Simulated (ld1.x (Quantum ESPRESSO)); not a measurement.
# thallium: one change to a TM potential, before and after

Tl (Z = 81), norm-conserving Troullier–Martins (Kleinman–Bylander form), made with ld1.x (Quantum ESPRESSO) 7.5 (LDA (PZ), scalar-relativistic). Core [Kr] 4d10 4f14, reference 5s2 5p6 5d10 6s0 6p0 (charge +3). Waves: 5s (bound): rc 1.30 bohr; 5p (bound): rc 1.60 bohr; 5d (bound): rc 2.00 bohr. Local part: all-electron potential smoothed inside 2.00 bohr (lloc = -2). Core correction: a·sin(br)/r model core, default radius (core density twice the valence density).

Change: fully relativistic.

Cutoffs: the cutoffs (Ry, on a coarse ladder) from which the occupation-weighted sum of valence levels, in a spherical-Bessel basis at the reference potential, stays within 10 and 1 mRy of its value at 400 Ry; they do not see the model core or the augmentation charge, which bear on the density cutoff. Errors are all-electron minus pseudo energies relative to the spin-unpolarised reference configuration.

Question: What does the change do?

Answer: The potential gets neither clearly harder nor softer (100 Ry and 160 Ry → 100 Ry and 160 Ry); the s channel sets the loose cutoff, while the largest relative change is in p, which becomes harder; the number of tests with a reliable result goes from 9 to 7; of the 7 tests that both files solve, the error grows in 0 and shrinks in 1 by more than 15 % and 0.3 meV (median size 3946.4 → 3932.6 meV); neither file shows a bound ghost.

```tsv
quantity	base	changed
cutoff, loose	100 Ry	100 Ry
cutoff, tight	160 Ry	160 Ry
loose cutoff by channel (10 mRy a level)	s 90 Ry, p 30 Ry, d 40 Ry	s 90 Ry, p 35 Ry, d 40 Ry
bound ghosts	none	none
error for 5s2 5p6 5d10 6s2 6p1, meV [ΔE -57.21 → -57.32 eV]	-3980	-4017
error for 5s2 5p6 5d10 6s2 6p0, meV [ΔE -51.80 eV]	-3946	-3933
error for 5s2 5p6 5d10 6s1 6p0, meV [ΔE -30.60 eV]	-2269	-2260
error for 5s2 5p6 5d9 6s0 6p0, meV [ΔE 52.06 → 52.05 eV]	-45	-28
error for 5s1 5p6 5d10 6s2 6p1, meV [ΔE 81.66 → 81.25 eV]	-5739	-5673
error for 5s2 5p6 5d10 6s1 6p1, meV [ΔE -43.42 → -43.55 eV]	-2647	-2701
error for 5s2 5p6 5d9 6s2 6p2, meV [ΔE -42.58 → -42.83 eV]	-5316	-5407
s: phases at 2.20 bohr within 0.05 rad from the reference energy up to (Ry; the scan ends near 5)	-4.4	-4.4
```
